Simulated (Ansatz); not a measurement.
`[OH][GeH2][C]#C[SiH](O)F` and `[OH][GeH2][C]#C[SiH3]` differ in one atom or group.

Ansatz, PBE0-D4/def2-TZVP geometries, multiplicity 1. Each molecule was computed in one conformer, which needn't be the lowest.

Scalar relativity is left out up to krypton.

| property | `[OH][GeH2][C]#C[SiH](O)F` |
| --- | --- |
| size of the dipole moment (PBE/def2-TZVPP) / D | 1.45 |
| HOMO energy (B3LYP/def2-TZVPP) / eV | -8.28 |
| LUMO energy (PBE/def2-TZVPP) / eV | -2.08 |
| size of the dipole moment (ωB97M-V/def2-TZVPP) / D | 1.54 |
| HOMO energy (PBE/def2-TZVPP) / eV | -7.19 |
| HOMO energy (PBE0/def2-TZVPP) / eV | -8.53 |

(1) Give the same properties after the change, and the shifts. (An estimate is asked.)

Results:

(1) Ansatz gave: 
```tsv
property	`[OH][GeH2][C]#C[SiH3]`	shift
size of the dipole moment (PBE/def2-TZVPP) / D	1.16	-0.29
HOMO energy (B3LYP/def2-TZVPP) / eV	-7.97	0.31
LUMO energy (PBE/def2-TZVPP) / eV	-1.80	0.28
size of the dipole moment (ωB97M-V/def2-TZVPP) / D	1.27	-0.27
HOMO energy (PBE/def2-TZVPP) / eV	-6.96	0.23
HOMO energy (PBE0/def2-TZVPP) / eV	-8.21	0.32
```

Dipoles are sizes alone; their direction can turn.

B3LYP here is the variant with VWN-RPA as its local correlation; programs differ in this.
